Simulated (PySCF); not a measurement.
Species: C3H7BO5S.
Z-matrix (Å and degrees, PBE0-D3(BJ)/def2-SVP geometry), rows numbered from 1:
```
O 
S   1  1.4475
O   2  1.4445  1  122.67
O   2  1.6208  1  108.38  3   124.63
C   2  1.8151  1  108.80  3  -127.03
C   5  1.5135  2  111.55  1   177.46
C   6  1.5167  5  108.59  2   172.60
O   7  1.4141  6  111.31  5   -52.29
B   8  1.3500  7  120.75  6    26.82
O   9  1.3731  8  122.40  7     1.69
H   4  0.9708  2  107.34  1    31.17
H   5  1.1054  2  103.28  1    57.13
H   6  1.1023  5  108.73  2    52.92
H   6  1.0984  5  110.22  2   -64.87
H   7  1.1039  6  110.80  5    68.96
H   7  1.0999  6  110.61  5  -172.14
H   9  1.2019  8  119.79  7  -178.46
```

All values: PBE0/pcSseg-1 (PySCF, non-relativistic), on one gas-phase PBE0-D3(BJ)/def2-SVP geometry that isn't relaxed in the solvent. The solvent is an IEF-PCM continuum (van der Waals radii × 1.2). Only the electrostatic response of the medium enters.

Gas phase at PBE0/pcSseg-1: HOMO -8.89 eV, LUMO 0.10 eV, dipole 3.33 D.

Problem. What does the continuum do to the energy, the frontier levels and the dipole at PBE0/pcSseg-1 in chloroform?

Solution. 
```csv
solvent,ε,E(solvent) − E(gas) (kJ/mol),polarisation term (kJ/mol),distortion of the solute (kJ/mol),HOMO (eV),LUMO (eV),dipole (D)
chloroform,4.711,-36.94,-40.37,3.43,-8.75,0.38,3.88
```

The polarisation term is half the interaction of the solute with the surface charges that it induces; the rest is the cost of distorting the solute's density. The sum is the electrostatic part of solvation alone.

Problem. Which radius a makes the point-dipole formula ΔE = −[(ε − 1)/(2ε + 1)]·μ²/a³ give the value in chloroform, with the gas-phase dipole?

Solution. μ = 1.312 au and |ΔE| = 0.01407 Eh give a = 1.86 Å; the farthest nucleus lies 3.16 Å from the centroid of the nuclei, so such a sphere wouldn't even hold the nuclei. The formula assumes a rigid point dipole at the centre of a sphere.

Problem. Which Mulliken charges (PBE0/pcSseg-1) respond most in chloroform (means over atoms taken as equivalent)?

Solution. 
```csv
atoms,environment,gas (e),solvent (e),change
O1,sulfonyl oxygen,-0.510,-0.539,-0.029
O3,sulfonyl oxygen,-0.512,-0.539,-0.027
H11,hydroxyl hydrogen,+0.275,+0.295,+0.020
H12,methine hydrogen,+0.170,+0.190,+0.020
O8,boron-bound oxygen,-0.493,-0.509,-0.016
H15,methylene hydrogen,+0.123,+0.137,+0.014
O10,boron-bound oxygen,-0.507,-0.516,-0.009
H16,methylene hydrogen,+0.142,+0.151,+0.009
```

Problem. Which Mayer bond orders change most in chloroform?

Solution. 
```
  bond  length (Å)    gas  solvent  change
 O1–S2       1.447  1.786    1.765  -0.021
 S2–O4       1.621  0.925    0.942  +0.017
 S2–O3       1.444  1.774    1.758  -0.016
 C7–O8       1.414  0.872    0.860  -0.012
O4–H11       0.971  0.915    0.903  -0.012
 O8–B9       1.350  1.196    1.203  +0.007
 S2–C5       1.815  0.856    0.863  +0.007
C5–H12       1.105  0.910    0.903  -0.007
```

Problem. How do the nuclear quadrupole coupling constants eQVzz/h respond in chloroform?

Solution. 
| nucleus | Q (barn) | gas (MHz) | solvent (MHz) | η gas | η solvent |
| --- | --- | --- | --- | --- | --- |
| 17O at O1 | -0.0256 | -8.29 | -8.29 | 0.08 | 0.08 |
| 33S at S2 | -0.06781 | -15.45 | -15.34 | 0.07 | 0.11 |
| 17O at O3 | -0.0256 | -8.35 | -8.36 | 0.14 | 0.13 |
| 17O at O4 | -0.0256 | -9.92 | -9.85 | 1.00 | 0.99 |
| 17O at O8 | -0.0256 | -9.27 | -9.06 | 0.03 | 0.03 |
| 11B at B9 | 0.04059 | 3.31 | 3.29 | 0.54 | 0.52 |
| 17O at O10 | -0.0256 | -9.82 | -9.80 | 0.14 | 0.15 |
